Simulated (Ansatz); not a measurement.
One change: `[NH2][Al]([OH])[Br]` becomes `[NH2][Al]([NH2])[Br]`.

Ansatz, PBE0-D4/def2-TZVP geometries, multiplicity 1. Each molecule was computed in one conformer, which needn't be the lowest.

Scalar relativity is left out up to krypton. Spin–orbit coupling is left out; it splits and shifts lone-pair levels of the heavy atoms by tenths of an eV.

| property | `[NH2][Al]([OH])[Br]` |
| --- | --- |
| LUMO energy (PBE/def2-TZVPP) / eV | -1.33 |
| HOMO–LUMO gap (B3LYP/def2-TZVPP) / eV | 6.67 |
| size of the dipole moment (ωB97M-V/def2-TZVPP) / D | 3.34 |
| size of the dipole moment (PBE/def2-TZVPP) / D | 3.21 |
| zero-point energy (PBE0-D4/def2-TZVP) / kJ/mol | 106.5 |
| HOMO–LUMO gap (PBE0/def2-TZVPP) / eV | 7.24 |

Problem. Give the same properties after the change, and the shifts. (An estimate is asked.)

Solution. Computed: 
```tsv
property	`[NH2][Al]([NH2])[Br]`	shift
LUMO energy (PBE/def2-TZVPP) / eV	-0.99	0.34
HOMO–LUMO gap (B3LYP/def2-TZVPP) / eV	6.57	-0.10
size of the dipole moment (ωB97M-V/def2-TZVPP) / D	2.58	-0.76
size of the dipole moment (PBE/def2-TZVPP) / D	2.53	-0.68
zero-point energy (PBE0-D4/def2-TZVP) / kJ/mol	137.8	31.3
HOMO–LUMO gap (PBE0/def2-TZVPP) / eV	7.12	-0.12
```

With PBE0 the HOMO rises by 0.43 eV and the LUMO rises by 0.32 eV, so the gap narrows by about 0.11 eV. PBE moves the HOMO by 0.43 eV and ωB97M-V by 0.43 eV. The zero-point energy changes by 31.3 kJ/mol with +3 modes. Dipoles are sizes alone; their direction can turn.

B3LYP here is the variant with VWN-RPA as its local correlation; programs differ in this.
